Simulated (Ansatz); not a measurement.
Program: Ansatz. Geometries: PBE0-D4/def2-TZVP. ΔE: electronic, gas phase. CBS: MP2 limit from def2 TZ/QZ plus the TZ coupled-cluster correction, frozen cores. One conformer a species, not always the lowest.

`FB1OC1[SiH2]Cl` + `CNCOC` → `CNC[SiH2]Cl` + `COC1OB1F`  (formal exchange of groups at the Si–C bond)

| level | ΔE (kcal/mol) |
| --- | --- |
| CCSD/def2-TZVPP | 1.3 |
| CCSD(T)/def2-TZVPP | 1.0 |

(1) What does CCSD(T)/CBS give? (An estimate is asked.)

Largest T1 diagnostic among the species: 0.014.

Answers

(1) The calculation gave: +0.9 kcal/mol. The listed levels differ from it by 0.4, 0.1 kcal/mol.

In def2-TZVPP, CCSD(T) changes the Hartree–Fock value by −1.4 kcal/mol (the triples alone add −0.4 kcal/mol) and MP2 by −1.6 kcal/mol. From PBE to PBE0 (25 % exact exchange), in def2-TZVPP and without D4, ΔE moves by +0.8 kcal/mol.
